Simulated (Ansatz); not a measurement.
Cost and result up the ladder for Si2Ge3 (5 atoms). Total charge 0; singlet. Geometry: PBE-D4/def2-SVP.

```xyz
5

Si    0.623   -0.835    0.823
Si   -0.020    0.536   -1.216
Ge   -2.034    0.077   -0.039
Ge   -0.459    1.122    1.635
Ge    1.889   -0.900   -1.203
```

Ansatz on 4 threads of Intel Xeon on a shared host. Times are rough, and most runs start from the orbitals of an earlier one. PBE0-D4/def2-TZVPD serves as the yardstick here, not as an exact answer. Differences are given only for rows in sets of like size (and for xTB, whose basis is part of the method), since another set adds its own error. Binding counts from free atoms at the same level (Si triplet, Ge triplet; other spins of the atoms weren't run), without zero-point energy or a counterpoise term.

LC-ωPBE has ω = 0.4 bohr⁻¹. Correlated methods freeze 37 core orbitals; core or outer-core shells of Ge are correlated, in sets that lack core-valence functions. The rows differ in basis, and correlated rows in double-zeta sets carry the largest basis error. The structure comes from a short search, and lower isomers may exist.

Correlated methods converge slowly with the basis, most of all in double-zeta sets.

```json
{"level": "PBE-D4/def2-SVP", "functions": "132", "wall time": "1.1 s", "binding energy per atom (eV)": "3.10", "difference from PBE0-D4/def2-TZVPD (eV)": "–", "remarks": "–"}
{"level": "PBE-D4/def2-TZVP", "functions": "218", "wall time": "1.8 s", "binding energy per atom (eV)": "3.13", "difference from PBE0-D4/def2-TZVPD (eV)": "0.17", "remarks": "–"}
{"level": "PBE0-D4/def2-SVP", "functions": "132", "wall time": "2.1 s", "binding energy per atom (eV)": "2.92", "difference from PBE0-D4/def2-TZVPD (eV)": "–", "remarks": "–"}
{"level": "PBE-D4/def2-TZVPD", "functions": "248", "wall time": "2.6 s", "binding energy per atom (eV)": "3.13", "difference from PBE0-D4/def2-TZVPD (eV)": "0.17", "remarks": "–"}
{"level": "LC-ωPBE/def2-TZVP", "functions": "218", "wall time": "3.4 s", "binding energy per atom (eV)": "2.60", "difference from PBE0-D4/def2-TZVPD (eV)": "-0.37", "remarks": "–"}
{"level": "RPA@PBE/def2-TZVP", "functions": "218", "wall time": "4.2 s", "binding energy per atom (eV)": "2.55", "difference from PBE0-D4/def2-TZVPD (eV)": "-0.41", "remarks": "–"}
{"level": "r2SCAN-D4/def2-TZVP", "functions": "218", "wall time": "4.3 s", "binding energy per atom (eV)": "3.00", "difference from PBE0-D4/def2-TZVPD (eV)": "0.04", "remarks": "–"}
{"level": "PBE0-D4/def2-TZVPD", "functions": "248", "wall time": "5.5 s", "binding energy per atom (eV)": "2.96", "difference from PBE0-D4/def2-TZVPD (eV)": "0.00", "remarks": "–"}
{"level": "r2SCAN-D4/def2-TZVPD", "functions": "248", "wall time": "5.5 s", "binding energy per atom (eV)": "3.00", "difference from PBE0-D4/def2-TZVPD (eV)": "0.04", "remarks": "–"}
{"level": "MP2/def2-TZVP", "functions": "218", "wall time": "6 s", "binding energy per atom (eV)": "2.98", "difference from PBE0-D4/def2-TZVPD (eV)": "0.02", "remarks": "restricted SCF unstable"}
{"level": "PBE0-D4/def2-TZVP (with forces)", "functions": "218", "wall time": "7 s", "binding energy per atom (eV)": "2.96", "difference from PBE0-D4/def2-TZVPD (eV)": "0.00", "remarks": "–"}
{"level": "B2PLYP/def2-TZVP", "functions": "218", "wall time": "7 s", "binding energy per atom (eV)": "2.83", "difference from PBE0-D4/def2-TZVPD (eV)": "-0.14", "remarks": "–"}
{"level": "CCSD(T)/def2-SVP", "functions": "132", "wall time": "11 s", "binding energy per atom (eV)": "2.51", "difference from PBE0-D4/def2-TZVPD (eV)": "–", "remarks": "large T1 (0.022), restricted SCF unstable"}
```
